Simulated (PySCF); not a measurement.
Sn(Me)4 (C₄H₁₂Sn), SMILES [CH3][Sn]([CH3])([CH3])[CH3]. Geometry optimised at PBE-D3(BJ)/def2-SVP. The isomer is the one that the SMILES or the coordinates give; other isomers of the formula were not compared. The def2 effective core potentials stand for the cores of Sn; spin–orbit coupling is left out.

Computed equilibrium geometry at PBE-D3(BJ)/def2-SVP (PySCF confirms it by a frequency run) as Cartesian coordinates in Å, and its point group:
point group Td.
```xyz
17

C      1.2573     1.2573    -1.2573
Sn     0.0000     0.0000     0.0000
C     -1.2573     1.2573     1.2573
C     -1.2573    -1.2573    -1.2573
C      1.2573    -1.2573     1.2573
H      0.6299     1.9027    -1.9027
H      1.9027     0.6299    -1.9027
H      1.9027     1.9027    -0.6299
H     -1.9027     0.6299     1.9027
H     -1.9027     1.9027     0.6299
H     -0.6299     1.9027     1.9027
H     -1.9027    -0.6299    -1.9027
H     -0.6299    -1.9027    -1.9027
H     -1.9027    -1.9027    -0.6299
H      1.9027    -1.9027     0.6299
H      1.9027    -0.6299     1.9027
H      0.6299    -1.9027     1.9027
```
Charge 0, spin multiplicity 1.
